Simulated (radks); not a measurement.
Values are calculated unless marked as measured or tabulated.
Task: These are the eigenvalues of the occupied orbitals of an atom or ion with whole-number occupations (hartree). Code: a radial shooting solver on a logarithmic mesh with Libxc functionals. Model: scalar-relativistic Kohn-Sham, PBEsol, spin-polarised, spherical densities, finite nucleus; Fermi nuclear charge, rms radius of each element as measured or else 0.836 A^(1/3) + 0.57 fm.

1s up: -20.43369
1s down: -20.36606
2s up: -2.20122
2s down: -2.02759
2p up: -1.65295

Which element is it, and in what charge state? The configuration may be excited. Open shells, if any, are filled with parallel spins first.

Result: Z = 8, oxygen, charge +2: O2+ in [He] 2s2 2p2. The list shows which subshells hold electrons but not how many an open one holds; the 1s level, -20.434 hartree, gives Z - s = 6.4 by -(Z - s)^2/2, which with screening and relativity narrows Z to a few neighbours, and the depths of the outer levels then fix element, charge and occupations together.
